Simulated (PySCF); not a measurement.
```xyz
4
charge 0 multiplicity 1, angstrom
Te   -0.0010   -1.0459    0.0000
S     2.1000   -1.7675    0.0000
I    -0.2634    0.7564    2.1098
I    -0.2634    0.7564   -2.1098
```

Method: PBE0/[Te def2-SVP with ECP28, S def2-SVP, I def2-SVP with ECP28], scalar-relativistic core potentials, density fitting, no spin–orbit coupling, PySCF.

This geometry of TeSI₂ is a stationary point at this level.

Q: What is the point group?

A: Cs.

Q: Is it a minimum?

A: Yes: all harmonic wavenumbers are real, though the softest, 54 cm⁻¹, leaves little margin.

Q: List the harmonic modes with their infrared intensities.

A: 
| symmetry | ω (cm⁻¹) | IR (km/mol) | type |
| --- | --- | --- | --- |
| a' | 54 | 0.0 | bend |
| a'' | 96 | 0.1 | bend |
| a' | 112 | 1.4 | bend |
| a'' | 179 | 37.0 | mixed |
| a' | 181 | 14.8 | mixed |
| a' | 492 | 46.9 | stretch |

Q: Give the atomic charges and bond orders.

A: 
```
atom  Mulliken  Löwdin  polar tensor  Mayer order to Te1
 Te1      0.49    0.42          1.30                   –
  S2     -0.24   -0.20         -0.42                1.72
I3,4     -0.13   -0.11         -0.44                0.86
```

Other isomers or separated fragments may lie lower.
